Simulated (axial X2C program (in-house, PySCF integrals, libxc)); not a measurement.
# Which molecule has these constants?

Computed with an axial X2C code built on PySCF integrals, spin-free (one-electron X2C) or two-component (2c: spin–orbit coupling with atomic mean-field Coulomb and Gaunt terms, which also bring small scalar terms), in Dyall basis sets with cores contracted in-house; open shells are unrestricted.

A two-component PBE0 calculation in a Dyall 3-zeta basis gave Re = 2.425 Å, ωe = 357.1 cm⁻¹, De = 2.73 eV, Ω = 0.

Problem. Which molecule is it?
A. SN⁻
B. SbS⁻
C. PS⁻
D. BiS⁻
E. AsS⁻

Solution. D. The others have PS⁻ 2.004 Å and 619.5 cm⁻¹ (Ω = 1); SbS⁻ 2.307 Å and 421.4 cm⁻¹ (Ω = 1); SN⁻ 1.589 Å and 960.5 cm⁻¹ (Ω = 1); AsS⁻ 2.118 Å and 482.8 cm⁻¹ (Ω = 1).

Each entry is the lowest single determinant of a limited PBE0 search at one distance. De goes to single-determinant-based atoms at the same level (for ions the charge split of lowest energy) and is withheld (n/a) where an atom does not fit its ground term or J level. Main or longest-lived isotopes. One determinant is a doubtful description, or other states lie close, for BiS⁻, PS⁻, SbS⁻, SN⁻, AsS⁻; these need not be ground states, and all values refer to the states named. Some open-shell Ω = 0 determinants are out of reach, so the Ω given for PS⁻, SbS⁻, SN⁻, AsS⁻ need not be the lowest component. With several unpaired electrons the Ω given is that of one determinant, not necessarily of the lowest component. Some light 2c atoms are not at their ground J level, so De misses part of their lowering (0.04 eV or less). The functionals have no current term, which raises determinants with orbital currents.
